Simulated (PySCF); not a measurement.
Isomers of C5H12GeSi side by side.

PySCF, CAM-B3LYP/def2-SVPD, density fitting, gas phase; each molecule at its own PBE0-D3(BJ)/def2-SVP geometry, one conformer. Singlet excitations by full TDDFT with frozen cores, triplets by Tamm–Dancoff TDDFT and ionisation energies by ΔSCF, from the lowest of the holes tried. 

Torsions of the conformers computed, which needn't be the lowest (atom-mapped SMILES):
- `[CH3:1][CH2:2][CH2:3][GeH2:4][C:5]#[C:6][SiH3:7]`: C1–C2–C3–Ge4 -179°, C2–C3–Ge4–C5 60°
- `[CH3:1][CH2:2][Si@H:3]([CH3:4])[C:5]#[C:6][GeH3:7]`: C1–C2–Si3–C4 178°
- `[CH3:1][CH:2]([CH3:3])[GeH2:4][C:5]#[C:6][SiH3:7]`: C1–C2–Ge4–C5 62°
- `[CH3:1][CH:2]([CH3:3])[SiH2:4][C:5]#[C:6][GeH3:7]`: C1–C2–Si4–C5 63°

The conformers of `[SiH3][CH2][GeH]1[CH2]C=C[CH2]1` and `[SiH3]C[C@@H]1C=C[CH2][GeH2]1` aren't listed.

Reference: `CC[CH2][GeH2][C]#C[SiH3]`, with HOMO energy -9.12 eV, LUMO energy 0.63 eV, lowest singlet excitation 5.60 eV, lowest triplet excitation 4.63 eV, mean polarisability 120.8 au and vertical ionisation energy 9.75 eV.

Changes against it:

```csv
molecule,Δ electronic energy (kcal/mol),Δ HOMO energy (eV),Δ LUMO energy (eV),Δ lowest singlet excitation (eV),Δ lowest triplet excitation (eV),Δ mean polarisability (au),Δ vertical ionisation energy (eV)
C[CH](C)[GeH2][C]#C[SiH3],+1.1,+0.11,+0.01,0.00,0.00,-0.9,-0.13
[SiH3]C[C@@H]1C=C[CH2][GeH2]1,-16.9,+0.69,+0.43,+1.09,-0.33,-6.1,-0.68
CC(C)[SiH2]C#[C][GeH3],-1.3,+0.06,+0.02,+0.01,+0.01,-1.3,-0.09
```

Rows whose labels were lost:

```csv
row,Δ electronic energy (kcal/mol),Δ HOMO energy (eV),Δ LUMO energy (eV),Δ lowest singlet excitation (eV),Δ lowest triplet excitation (eV),Δ mean polarisability (au),Δ vertical ionisation energy (eV)
P,-26.1,+0.76,+0.49,+1.09,-0.34,-7.2,-0.68
Q,-11.1,+0.09,+0.13,+0.03,+0.03,-1.4,-0.10
```

Q: Which row belongs to which of `CC[Si@H](C)C#[C][GeH3]` and `[SiH3][CH2][GeH]1[CH2]C=C[CH2]1`?

A: P = `[SiH3][CH2][GeH]1[CH2]C=C[CH2]1` and Q = `CC[Si@H](C)C#[C][GeH3]`. P and Q are told apart most clearly by the electronic energy (-26.1 against -11.1 kcal/mol); P lies nearest to the labelled row of `[SiH3]C[C@@H]1C=C[CH2][GeH2]1`; Q lies nearest to the labelled row of `CC(C)[SiH2]C#[C][GeH3]`.
